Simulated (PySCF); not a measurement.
C2H8AlN (SMILES C[CH2][AlH][NH2]), singlet, at a GFN2-xTB geometry (such geometries of metal compounds can be far from the true shape); PySCF with PBE/6-31G*.

Input for PySCF:
```python
from pyscf import gto, scf, dft, solvent

mol = gto.M(
    atom='''
Al   -0.65561810    0.62379236    0.28047236
H    -2.05406485    1.24855277    0.10760609
C     0.28050885   -0.08036133   -1.34985206
C     0.85264919   -1.49798897   -1.17385262
H     1.10667603    0.57922373   -1.65652680
H    -0.41356800   -0.08183353   -2.20421347
H     0.05397944   -2.21607569   -0.99189897
H     1.53218490   -1.53596801   -0.32307271
H     1.40356078   -1.81798646   -2.05965156
N    -0.03194867    0.57564758    1.94326840
H    -0.52433137    0.96333919    2.74013049
H     0.84329095    0.19201605    2.28083534
''',
    basis='6-31g*',
    verbose=4,
)

mf = dft.RKS(mol)
mf.xc = 'pbe'
mf.kernel()
```

What the program printed (banner, timings and long lists left out):

```
PySCF version 2.14.0

[INPUT] verbose = 4
[INPUT] num. atoms = 12
[INPUT] num. electrons = 40
[INPUT] charge = 0
[INPUT] spin (= nelec alpha-beta = 2S) = 0
[INPUT] symmetry False subgroup None
[INPUT] Mole.unit = angstrom
[INPUT] Symbol           X                Y                Z      unit          X                Y                Z       unit  Magmom
[INPUT]  1 Al    -0.655618100000   0.623792360000   0.280472360000 AA   -1.238938651308   1.178796718996   0.530015945910 Bohr   0.0
[INPUT]  2 H     -2.054064850000   1.248552770000   0.107606090000 AA   -3.881620008596   2.359422787367   0.203346039435 Bohr   0.0
[INPUT]  3 C      0.280508850000  -0.080361330000  -1.349852060000 AA    0.530084902017  -0.151860904706  -2.550850702080 Bohr   0.0
[INPUT]  4 C      0.852649190000  -1.497988970000  -1.173852620000 AA    1.611273449432  -2.830788890919  -2.218259962403 Bohr   0.0
[INPUT]  5 H      1.106676030000   0.579223730000  -1.656526800000 AA    2.091314605321   1.094574214549  -3.130381970002 Bohr   0.0
[INPUT]  6 H     -0.413568000000  -0.081833530000  -2.204213470000 AA   -0.781530253884  -0.154642959506  -4.165359778377 Bohr   0.0
[INPUT]  7 H      0.053979440000  -2.216075690000  -0.991898970000 AA    0.102006357957  -4.187776125407  -1.874417396538 Bohr   0.0
[INPUT]  8 H      1.532184900000  -1.535968010000  -0.323072710000 AA    2.895409833194  -2.902558874993  -0.610518940221 Bohr   0.0
[INPUT]  9 H      1.403560780000  -1.817986460000  -2.059651560000 AA    2.652345473381  -3.435496507568  -3.892177360433 Bohr   0.0
[INPUT] 10 N     -0.031948670000   0.575647580000   1.943268400000 AA   -0.060374236344   1.087816270469   3.672245062522 Bohr   0.0
[INPUT] 11 H     -0.524331370000   0.963339190000   2.740130490000 AA   -0.990842687818   1.820447234160   5.178096171670 Bohr   0.0
[INPUT] 12 H      0.843290950000   0.192016050000   2.280835340000 AA    1.593588938824   0.362857746021   4.310154127829 Bohr   0.0

nuclear repulsion = 152.367526275615
number of shells = 42
number of NR pGTOs = 164
number of NR cGTOs = 76
basis = 6-31g*
ecp = {}

******** <class 'pyscf.dft.rks.RKS'> ********
method = RKS
initial guess = minao
damping factor = 0
level_shift factor = 0
DIIS = <class 'pyscf.scf.diis.CDIIS'>
diis_start_cycle = 1
diis_space = 8
diis_damp = 0
SCF conv_tol = 1e-09
SCF conv_tol_grad = None
SCF max_cycles = 50
direct_scf = True
direct_scf_tol = 1e-13
XC library pyscf.dft.libxc version 7.1.2
    S. Lehtola, C. Steigemann, M. J. T. Oliveira, and M. A. L. Marques,  SoftwareX 7, 1–5 (2018)
XC functionals = pbe
    J. P. Perdew, K. Burke, and M. Ernzerhof,  Phys. Rev. Lett. 77, 3865 (1996)
    J. P. Perdew, K. Burke, and M. Ernzerhof,  Phys. Rev. Lett. 78, 1396 (1997)
    J. P. Perdew, K. Burke, and M. Ernzerhof,  Phys. Rev. Lett. 77, 3865 (1996)
    J. P. Perdew, K. Burke, and M. Ernzerhof,  Phys. Rev. Lett. 78, 1396 (1997)
radial grids:
    Treutler-Ahlrichs [JCP 102, 346 (1995); DOI:10.1063/1.469408] (M4) radial grids

becke partition: Becke, JCP 88, 2547 (1988); DOI:10.1063/1.454033
pruning grids: <function nwchem_prune>
grids dens level: 3
symmetrized grids: False
atomic radii adjust function: <function treutler_atomic_radii_adjust>
small_rho_cutoff = 0
Set gradient conv threshold to 3.16228e-05
Initial guess from minao.
tot grids = 139784
init E= -377.763898755635
  HOMO = -0.313543081357283  LUMO = -0.0768195982686186  gap/eV = 6.44157
cycle= 1 E= -377.731039562211  delta_E= 0.0329  |g|= 0.754  |ddm|= 2.85
  HOMO = -0.0955907482300797  LUMO = 0.02604178667886  gap/eV = 3.30979
cycle= 2 E= -377.240099516023  delta_E= 0.491  |g|= 1.51  |ddm|= 1.95
  HOMO = -0.19267753123613  LUMO = -0.0249666813294924  gap/eV = 4.56364
cycle= 3 E= -377.855040430602  delta_E= -0.615  |g|= 0.268  |ddm|= 1.43
  HOMO = -0.213715976131579  LUMO = -0.0285701770001197  gap/eV = 5.03807
cycle= 4 E= -377.875003056721  delta_E= -0.02  |g|= 0.0751  |ddm|=  0.3
  HOMO = -0.211049717527889  LUMO = -0.0307946920413738  gap/eV = 4.90499
cycle= 5 E= -377.876464490662  delta_E= -0.00146  |g|= 0.0215  |ddm|= 0.104
  HOMO = -0.210113570545134  LUMO = -0.0295163595117867  gap/eV = 4.91430
cycle= 6 E= -377.876611486427  delta_E= -0.000147  |g|= 0.00672  |ddm|= 0.0303
  HOMO = -0.210465546579642  LUMO = -0.029557655907626  gap/eV = 4.92275
cycle= 7 E= -377.876623156734  delta_E= -1.17e-05  |g|= 0.00178  |ddm|= 0.00648
  HOMO = -0.210775320924931  LUMO = -0.0296871289775007  gap/eV = 4.92766
cycle= 8 E= -377.876624005073  delta_E= -8.48e-07  |g|= 0.000263  |ddm|= 0.00187
  HOMO = -0.210782848151883  LUMO = -0.0296727291855636  gap/eV = 4.92826
cycle= 9 E= -377.876624026364  delta_E= -2.13e-08  |g|= 4.78e-05  |ddm|= 0.0004
  HOMO = -0.21077958165679  LUMO = -0.0296741113836281  gap/eV = 4.92813
cycle= 10 E= -377.876624027114  delta_E= -7.49e-10  |g|= 1.42e-05  |ddm|= 8.99e-05
  HOMO = -0.210784378682829  LUMO = -0.0296740765700703  gap/eV = 4.92826
Extra cycle  E= -377.876624026969  delta_E= 1.44e-10  |g|= 2.85e-05  |ddm|= 4.38e-05
converged SCF energy = -377.876624026969
```
